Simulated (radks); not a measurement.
Values are calculated unless marked as measured or tabulated.
Radial electron density D(r) = 4 pi r^2 rho(r) of an atom or ion with 1 electrons. Level of theory: non-relativistic Kohn-Sham, LB94 model potential, spin-polarised, spherical densities, point nucleus (a radial shooting solver on a logarithmic mesh with Libxc functionals).

```
   r/bohr * D(r) (the largest magnitude, 2.14, reaches the edge; | marks zero)
  0.02312 |  *
  0.02484 |  *
  0.02691 |   *
  0.02892 |   *
  0.03133 |    *
  0.03367 |     *
  0.03618 |     *
   0.0392 |      *
  0.04212 |       *
  0.04563 |        *
  0.04904 |          *
  0.05312 |           *
  0.05709 |            *
  0.06185 |              *
  0.06646 |                *
    0.072 |                  *
  0.07737 |                    *
  0.08382 |                      *
  0.09007 |                         *
   0.0968 |                           *
   0.1049 |                              *
   0.1127 |                                *
   0.1221 |                                   *
   0.1312 |                                      *
   0.1421 |                                         *
   0.1527 |                                            *
   0.1654 |                                              *
   0.1778 |                                                 *
   0.1926 |                                                   *
    0.207 |                                                    *
   0.2224 |                                                     *
    0.241 |                                                      *
    0.259 |                                                      *
   0.2805 |                                                     *
   0.3015 |                                                    *
   0.3266 |                                                  *
   0.3509 |                                                *
   0.3802 |                                            *
   0.4086 |                                         *
   0.4426 |                                    *
   0.4756 |                                *
   0.5152 |                            *
   0.5537 |                       *
    0.595 |                   *
   0.6446 |               *
   0.6927 |            *
   0.7504 |        *
   0.8064 |      *
   0.8736 |    *
   0.9388 |  *
    1.017 | *
    1.093 |*
    1.184 |*
    1.272 *
    1.378 *
    1.481 *
```

What is the nuclear charge?

Answer. Z = 4. The innermost maximum, from 1s, lies near 1/Z = 0.25 bohr (found: 0.251), and its height grows with Z. The density is that of the beryllium ion Be3+ in 1s1; the configuration itself is not fixed sharply by these data. D(r) has 1 maximum, at r = 0.251 bohr.
